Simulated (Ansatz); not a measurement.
`[SiH3]O[CH]([SiH3])[InH2]`, charge 0, multiplicity 1.

(1) Give a relaxed structure at PBE0-D4/def2-TZVP (Ansatz). (Estimate.)

Answers

(1) The calculation gave: 
Z-matrix (Å, degrees):
```
Si
O 1 1.635
H 1 1.486 2 113.1
H 1 1.479 2 109.6 3 125.0
H 1 1.516 2 106.5 3 -116.0
C 2 1.444 1 115.4 3 70.3
In 6 2.224 2 109.9 1 50.3
Si 6 1.871 2 109.6 1 172.3
H 6 1.098 2 109.8 1 -68.0
H 7 1.725 6 116.5 2 57.3
H 7 1.726 6 120.0 2 -127.7
H 8 1.489 6 113.2 2 60.8
H 8 1.492 6 106.9 2 -179.2
H 8 1.487 6 110.3 2 -61.3
```
This is one stationary point; other conformers may exist.
